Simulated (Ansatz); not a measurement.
Reaction (formal hydrolysis of the Si–C bond): `C[Si](N)(N)[SiH3]` + H₂O → `N[Si](N)(O)[SiH3]` + CH₄

Program: Ansatz. Geometries: PBE0-D4/def2-TZVP. ΔE: electronic, gas phase. CCSD(T)/CBS is the MP2 limit (def2-TZVPP, def2-QZVPP) plus CCSD(T) − MP2 in def2-TZVPP, frozen cores. This one scheme is used for every species. Functionals use def2-TZVPP. B3LYP here is the variant with VWN-RPA as its local correlation; programs differ in this. One conformer a species, not always the lowest.

Q: Is it downhill or uphill in electronic energy at CCSD(T)/CBS, and by how much? (An estimate is asked.)

A: Computed: Downhill: ΔE = -27.9 kcal/mol.

Q: What do these levels give: PBE-D4, r2SCAN-D4, PBE0-D4, B3LYP, HF/CBS(def2), CCSD/CBS(def2)? (An estimate is asked.)

A: Computed: PBE-D4 -26.5, r2SCAN-D4 -29.1, PBE0-D4 -26.9, B3LYP -30.3, HF/CBS(def2) -32.6, CCSD/CBS(def2) -28.3 kcal/mol.

Largest T1 diagnostic among the species: 0.012.

In def2-TZVPP, CCSD(T) changes the Hartree–Fock value by +4.1 kcal/mol (the triples alone add +0.4 kcal/mol) and MP2 by +4.0 kcal/mol. The D4 term adds +1.1 kcal/mol with B3LYP and +0.7 kcal/mol with PBE0; it sums over pairs of atoms, weighted by their polarisabilities, and B3LYP, whose exchange is more repulsive, gets the larger term.
